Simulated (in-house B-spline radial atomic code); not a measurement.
A fraction x of an electron is moved 2s → 2p in Mg⁵⁺, starting from [He] 2s2 2p3 and keeping the highest spin. Method: non-relativistic TPSS, spin-polarised, spherical fractional occupations, point nucleus. Calculated with a B-spline radial code for spherical atoms.

| x | E(x) - E(0) (eV) | 2s down level (eV) | 2p down level (eV) |
| --- | --- | --- | --- |
| 0 | 0.0000 | -188.089 | - |
| 0.125 | 4.0058 | -187.783 | -155.873 |
| 0.25 | 7.9810 | -187.490 | -155.788 |
| 0.375 | 11.9330 | -187.204 | -155.669 |
| 0.5 | 15.8655 | -186.919 | -155.531 |
| 0.625 | ? | ? | ? |
| 0.75 | 23.6799 | -186.351 | -155.216 |
| 0.875 | ? | ? | ? |
| 1 | 31.4364 | - | -154.861 |

(1) What belongs in the row x = 0.625?

(2) What belongs in the row x = 0.875?

(3) Check Janak's theorem between x = 0.125 and 0.25.

Answers

(1) An energy change of 19.7806 eV; 2s down at -186.635 eV, 2p down at -155.379 eV.

(2) An energy change of 27.5648 eV; 2s down at -186.067 eV, 2p down at -155.043 eV.

(3) The slope of the energy is 31.80 eV; the orbital levels give 31.81 eV (ε of the receiving orbital less ε of the emptying one, averaged over the two points).
